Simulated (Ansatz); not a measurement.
Input file for `BrCC(Br)Br`:

```yaml
crystal:
  periodic: [false, false, false]
  atoms:
    - {symbol: Br, position_ang: [-0.104392, -1.612004, 1.657801]}
    - {symbol: C, position_ang: [0.162536, 0.085601, 0.762087]}
    - {symbol: C, position_ang: [-0.000661, -0.047351, -0.726597]}
    - {symbol: Br, position_ang: [-1.813771, -0.455808, -1.239063]}
    - {symbol: Br, position_ang: [0.595195, 1.613833, -1.538801]}
    - {symbol: H, position_ang: [-0.549697, 0.792566, 1.180751]}
    - {symbol: H, position_ang: [1.179323, 0.396049, 0.994170]}
    - {symbol: H, position_ang: [0.623670, -0.829886, -1.146148]}
basis:
  gaussian: {orbitals: def2-SVP}
correlation: {method: ccsd_t}
```

```sh
$ ansatz run in.yaml --threads 2 --pin off --events-out ev --progress --plain --max-ram 20480MiB --backend cuda --devices 0, --max-vram 18GiB
```

Log, shortened:

```
Functional definition: HF
1359 factors; integrals over basis functions are off by at most 1.2e-3 eV
mean field evaluation 1: about -212076.0079 eV, gradient 2.2e1 eV
mean field evaluation 2: about -212076.0489 eV, gradient 2.2e1 eV
mean field evaluation 4: about -212077.6667 eV, gradient 3.3e0 eV
mean field evaluation 8: about -212077.7154 eV, gradient 2.2e-1 eV
mean field evaluation 16: about -212077.6691 eV, gradient 6.1e-1 eV
mean field -212077.71566309 eV, -7793.7122991798 hartree, gradient 9.3e-6 eV, S^2 0.000000; 0 other end points of the search recorded, 0 dependent functions left out
29 core orbitals not correlated: weight in the atoms' cores, before any rotation towards them, 1.000 or more for the frozen orbitals, at most 0.000 for the correlated occupied ones
reference -212077.71566309 eV, -7793.7122991798 hartree; 31, 31 occupied and 79, 79 virtual orbitals, 1359 factors
second order -26.61452367 eV of doubles, -0.00000000 eV of singles
cycle   1  -26.46511208 eV  change    1.5e-1 eV  update   9.9e-2
cycle   2  -27.04993552 eV  change   -5.8e-1 eV  update   2.8e-2
cycle   3  -27.13995889 eV  change   -9.0e-2 eV  update   1.2e-2
cycle   4  -27.13079288 eV  change    9.2e-3 eV  update   2.6e-3
cycle   5  -27.13335493 eV  change   -2.6e-3 eV  update   9.8e-4
cycle   6  -27.13369259 eV  change   -3.4e-4 eV  update   2.7e-4
cycle   7  -27.13355602 eV  change    1.4e-4 eV  update   1.2e-4
cycle   8  -27.13352774 eV  change    2.8e-5 eV  update   4.4e-5
perturbative correction -0.74162619 eV, -0.0272542599 hartree
Total energy: -212105.59081702 eV, -7794.7366921924 hartree
```

It took 2.1 s on 2 threads of an AMD EPYC 7R13 on a shared host and a share of an NVIDIA H100 80 GB, with 0.78 GiB of host memory at the peak.

Correlation energy per correlated electron: -0.450 eV. T1 diagnostic: 0.0067.
